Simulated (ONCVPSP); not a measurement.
u(r) = r·R(r): atom against pseudo-atom (cobalt)

Columns: radius, all-electron u(r) and pseudo u(r) of the 3d shell (level -8.20 eV) of cobalt in the configuration [Ne] 3s2 3p6 3d7 4s2; PBE, scalar-relativistic, ONCV scheme, ONCVPSP 4.0.1.

| r (bohr) | all-electron | pseudo |
| --- | --- | --- |
| 0.078 | 0.0460 | 0.0119 |
| 0.155 | 0.2026 | 0.0839 |
| 0.232 | 0.4052 | 0.2408 |
| 0.310 | 0.5974 | 0.4621 |
| 0.388 | 0.7494 | 0.6905 |
| 0.465 | 0.8546 | 0.8687 |
| 0.542 | 0.9187 | 0.9726 |
| 0.620 | 0.9484 | 1.0063 |
| 0.698 | 0.9513 | 0.9919 |
| 0.775 | 0.9356 | 0.9561 |
| 0.852 | 0.9074 | 0.9146 |
| 0.930 | 0.8709 | 0.8723 |
| 1.008 | 0.8298 | 0.8299 |
| 1.085 | 0.7871 | 0.7870 |
| 1.162 | 0.7438 | 0.7437 |
| 1.240 | 0.7004 | 0.7003 |
| 1.318 | 0.6582 | 0.6581 |
| 1.395 | 0.6182 | 0.6182 |
| 1.472 | 0.5802 | 0.5801 |
| 1.550 | 0.5436 | 0.5435 |
| 1.628 | 0.5092 | 0.5091 |
| 1.705 | 0.4772 | 0.4771 |
| 1.782 | 0.4472 | 0.4471 |
| 1.860 | 0.4188 | 0.4187 |
| 1.938 | 0.3922 | 0.3921 |
| 2.015 | 0.3676 | 0.3676 |

(1) How many radial nodes do the two functions have?

(2) At about which radius was the pseudo-wave matched?

(3) Is the pseudo-wave norm-conserving?

## Answers

(1) The all-electron 3d function has n − l − 1 = 0; the pseudo-wave has 0.

(2) 1.10 bohr. The columns agree to 0.0005 from 1.01 bohr on; several derivatives are matched, so the curves merge somewhat inside the radius.

(3) Yes: the ONCV scheme keeps the norm inside the radius equal to the all-electron one, which fixes the energy derivative of the logarithmic derivative at the level.
